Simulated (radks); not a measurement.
The numbers below are computed, except where a source is named.
Task: Dy XXIII, 44 electrons, occupied as [Ar] 3d10 4p6 4d8 5p2 (not the ground configuration). Code: a radial shooting solver on a logarithmic mesh with Libxc functionals. Model: scalar-relativistic Kohn-Sham, SCAN, spin-polarised, spherical densities, finite nucleus; open shells are filled with parallel spins first (spin-orbit coupling, left out, can overturn this in heavy ions); meta-GGA in the generalised Kohn-Sham scheme; Fermi nuclear charge, rms radius 5.2218 fm. Some entries of the table are withheld. Estimate them.

orbital  occ.  eigenvalue (hartree)  <r^2> (bohr^2)
1s up       1             -1999.831       0.0006095
1s down     1             -1999.809       0.0006095
2s up       1             -354.9666        0.009512
2s down     1             -354.9159        0.009512
2p up       3             -317.6611        0.007708
2p down     3             -317.6031        0.007708
3s up       1             -98.86752         0.06217
3s down     1             -98.82589         0.06212
3p up       3             -87.32404         0.06239
3p down     3             -87.27146         0.06233
3d up       5             -72.56612             (1)
3d down     5             -72.49271             (2)
4p up       3             -33.47885             (3)
4p down     3             -33.25197             (4)
4d up       5             -27.96096             (5)
4d down     3             -27.72464             (6)
5p up       2             -17.21747           1.048

Result: 
(1) 3d up <r^2> (bohr^2): 0.05214
(2) 3d down <r^2> (bohr^2): 0.05210
(3) 4p up <r^2> (bohr^2): 0.3026
(4) 4p down <r^2> (bohr^2): 0.3027
(5) 4d up <r^2> (bohr^2): 0.3225
(6) 4d down <r^2> (bohr^2): 0.3216
